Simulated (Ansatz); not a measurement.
`N[SiH2]S[SiH](N)F` at its PBE0-D4/def2-TZVP geometry, where that method's forces vanish. The species carries charge 0 and has multiplicity 1.

```xyz
13

N     0.4037    0.7922    1.7920
Si    1.5659    0.3827    0.6117
S     1.0512    0.7874   -1.4579
Si   -0.9246    0.0612   -1.4194
N    -0.9897   -1.3627   -0.4779
F    -1.9532    1.0586   -0.7074
H    -0.4406    0.2396    1.8163
H     0.1946    1.7652    1.9550
H     1.8686   -1.0617    0.7348
H     2.7821    1.2032    0.8182
H    -1.3898   -0.0249   -2.8219
H    -1.8828   -1.7682   -0.2430
H    -0.2853   -2.0727   -0.6006
```

Task: What forces (eV/Å) does r2SCAN-D4/def2-TZVPP give on these atoms in Ansatz? (Best estimate.)

Result: Computed: 
```
N1   0.032 -0.021  0.047
Si2  0.063 -0.020 -0.001
S3   0.038  0.031 -0.077
Si4 -0.011 -0.015 -0.080
N5   0.010  0.023  0.016
F6  -0.033  0.029  0.033
H7  -0.028  0.020  0.007
H8  -0.033  0.016  0.006
H9  -0.001  0.023  0.010
H10 -0.025 -0.020  0.005
H11  0.009  0.003  0.028
H12 -0.014 -0.033  0.002
H13 -0.007 -0.034  0.004
```
